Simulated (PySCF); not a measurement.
C4H5Si, multiplicity 2. Atoms are numbered in the order given.

```xyz
10

C      1.3688     0.1256     0.0000
C      0.7927     1.3296     0.0000
C     -0.6983     1.2849     0.0000
C     -1.2903     0.0696     0.0000
Si     0.0751    -1.2255     0.0000
H      1.3196     2.2912     0.0000
H     -1.2596     2.2270     0.0000
H     -2.3760    -0.0470     0.0000
H      0.1138    -2.0864    -1.2177
H      0.1138    -2.0864     1.2177
```
Charge 0, spin multiplicity 2.

Coordinates come from a PBE0-D3(BJ)/def2-SVP optimisation. The isomer is the one that the SMILES or the coordinates give; other isomers of the formula were not compared.

Level of theory: PySCF with TDA-PBE/def2-SVPD.

Vertical excitations. Isolated molecule, no solvent.

```
state    energy (eV)  λ (nm)      f                                                                      main pairs
-------  -----------  ------  -----  ------------------------------------------------------------------------------
root 1          1.98     628  0.001                                                                β HOMO→LUMO 98 %
root 2          2.74     452  0.000                                          α HOMO−1→LUMO 49 %, β HOMO→LUMO+1 50 %
root 3          3.28     378  0.001                                                                α HOMO→LUMO 97 %
root 4          3.98     311  0.000                                           α HOMO−1→LUMO 7 %, β HOMO−1→LUMO 82 %
root 5          4.18     297  0.000                                                              β HOMO−2→LUMO 99 %
root 6          4.50     276  0.022  α HOMO−1→LUMO 24 %, β HOMO−3→LUMO 31 %, β HOMO→LUMO+1 24 %, β HOMO−1→LUMO 15 %
root 7          4.68     265  0.040                      α HOMO−1→LUMO 13 %, β HOMO−3→LUMO 61 %, β HOMO→LUMO+1 12 %
root 8          4.79     259  0.002                    α HOMO−3→LUMO 43 %, β HOMO−2→LUMO+1 31 %, β HOMO→LUMO+4 10 %
root 9          4.99     248  0.000                                        α HOMO−2→LUMO 61 %, β HOMO−1→LUMO+1 38 %
root 10         5.41     229  0.000                                                              β HOMO−4→LUMO 95 %
```
Unrestricted roots are not spin-pure.
